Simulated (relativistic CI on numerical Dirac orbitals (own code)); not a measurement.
Nb³⁺: what numerical and physical settings do to a radial Dirac CI calculation

Reference input:

```
atom Nb  Z=41  charge=3  electrons=38
nucleus A=93  rms_radius_fm=4.3240
hamiltonian dirac-coulomb  breit=on  qed=on  c_scale=1
orbitals kli  potential=per-configuration
slater_scale 1
correlation none
mixing on
grid step=0.0125 r_max=37.3
scf mixing=0.4 start=green max_iterations=150 tolerance=2e-08 node_fill=0.05
configurations
  [Kr] 4d2
end
```

Computed lowest total energy -3812.93051 Ha, first excitation 964.9 cm⁻¹, 11 SCF steps. Runs with settings changed; * marks those that are bad on purpose:

| Changed | Outcome | Lowest level | ΔE (Ha) | First excitation (cm⁻¹) | SCF steps | Message |
| --- | --- | --- | --- | --- | --- | --- |
| SCF mixing 0.05 | converged | 4d2 3F_2 | -5.65e-10 | 964.9 | 13 |  |
| end of the grid at 26.11 bohr | converged | 4d2 3F_2 | 0 | 964.9 | 11 |  |
| start potential bare, Slater scale 0.6 | converged | 4d2 3F_2 | 0.0132 | 997.6 | 17 |  |
| node fill of the KLI weights 0.5 | converged | 4d2 3F_2 | 0.0383 | 1033.0 | 12 |  |
| node fill of the KLI weights 50 * | converged | 4d2 3F_2 | 0.759 | 1231.0 | 12 |  |
| iteration limit 4 * | not converged |  |  |  | 4 | SCF of 1s2 2s2 2p6 3s2 3p6 3d10 4s2 4p6 4d2 did not converge |

With so few configurations and no correlation, terms lie too far apart (by 10 to 50 % near neutrality), their order can be wrong, and levels of other configurations are missing.
